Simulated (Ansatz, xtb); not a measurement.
# Relative energy of two structures of BClH2OSi2

Structure a: a singlet given by its coordinates. Structure b: a singlet given by its coordinates. Both are isolated molecules in the gas phase, relaxed with B3LYP/6-31G*.

a (Å):

```yaml
atoms:
  - { symbol: B, position_ang: [-2.8044, 0.1002, 0.4850] }
  - { symbol: Cl, position_ang: [-0.3693, 2.0128, -2.1639] }
  - { symbol: O, position_ang: [-3.9691, 0.4032, 0.6027] }
  - { symbol: Si, position_ang: [-0.3654, -0.1008, -2.1924] }
  - { symbol: Si, position_ang: [-0.9013, -0.4050, 0.1796] }
  - { symbol: H, position_ang: [-0.0560, 0.4463, 1.0621] }
  - { symbol: H, position_ang: [-0.7552, -1.8290, 0.5945] }
```

Close contacts (Å): B1–O3 1.21, B1–Si5 1.99, Cl2–Si4 2.11, Si4–Si5 2.45, Si5–H6 1.49, Si5–H7 1.49.

b (Å):

```json
{"atom": "B", "x (Å)": "-0.6486", "y (Å)": "-0.0700", "z (Å)": "0.5843"}
{"atom": "Cl", "x (Å)": "-1.9694", "y (Å)": "-1.3897", "z (Å)": "-2.4997"}
{"atom": "O", "x (Å)": "-2.6261", "y (Å)": "1.1666", "z (Å)": "-0.9129"}
{"atom": "Si", "x (Å)": "-1.1214", "y (Å)": "1.7525", "z (Å)": "-0.3850"}
{"atom": "Si", "x (Å)": "-2.1676", "y (Å)": "-0.4625", "z (Å)": "-0.6352"}
{"atom": "H", "x (Å)": "0.3419", "y (Å)": "-0.7325", "z (Å)": "0.6170"}
{"atom": "H", "x (Å)": "-1.0773", "y (Å)": "0.3377", "z (Å)": "1.6447"}
```

Close contacts (Å): B1–Si4 2.12, B1–Si5 1.99, Cl2–Si5 2.09, O3–Si4 1.70, O3–Si5 1.72, Si4–Si5 2.46, B1–H6 1.19, B1–H7 1.21.

**Question.** Which of the two would you expect CCSD(T)/def2-SVP + ΔMP2/def2-TZVPP electronic energies to favour?

**Answer.** Not settled: CCSD(T)/def2-SVP + ΔMP2/def2-TZVPP gives E(b) − E(a) = −7.8 kcal/mol, but this leans on the basis-set step: CCSD(T) alone gives +5.9 kcal/mol.

How the difference moves with the method:

```
                             level      geometry  E(b) − E(a) (kcal/mol)  departure from the last row (kcal/mol)  job, with rough time for the two
                      B3LYP/6-31G*  B3LYP/6-31G*                      −2.0                                    +5.9             optimisation, 2.2 min
                       HF/def2-SVP  B3LYP/6-31G*                     +19.3                                   +27.1           part of the CCSD(T) run
                      MP2/def2-SVP  B3LYP/6-31G*                      +3.8                                   +11.7           part of the CCSD(T) run
                  CCSD(T)/def2-SVP  B3LYP/6-31G*                      +5.9                                   +13.7                      single point
CCSD(T)/def2-SVP + ΔMP2/def2-TZVPP  B3LYP/6-31G*                      −7.8                                                        single point, 34 s
```

HF/def2-SVP, MP2/def2-SVP, CCSD(T)/def2-SVP put the two in the other order. The largest departure from CCSD(T)/def2-SVP + ΔMP2/def2-TZVPP is that of HF/def2-SVP, 27.1 kcal/mol. Levels run at GFN2-xTB geometries aren't shown. The last row adds to CCSD(T) the change of the MP2 difference between the two basis sets, here −13.7 kcal/mol, a large step that makes the value less sure.

With harmonic frequencies from B3LYP/6-31G* (ideal gas, rigid rotor, one conformer each, 298.15 K, 1 atm): on the last row, ΔE + ΔZPE = −6.7 kcal/mol. A mode under 50 cm⁻¹ makes harmonic enthalpies and free energies unreliable, so none is given.

The T1 diagnostic of structure b is large, so the coupled-cluster value is less sure. The correlated steps freeze 17 core orbitals. Codes used: Ansatz 0.2.0; the last row on 1 thread of Arm Neoverse V1 on a shared host.
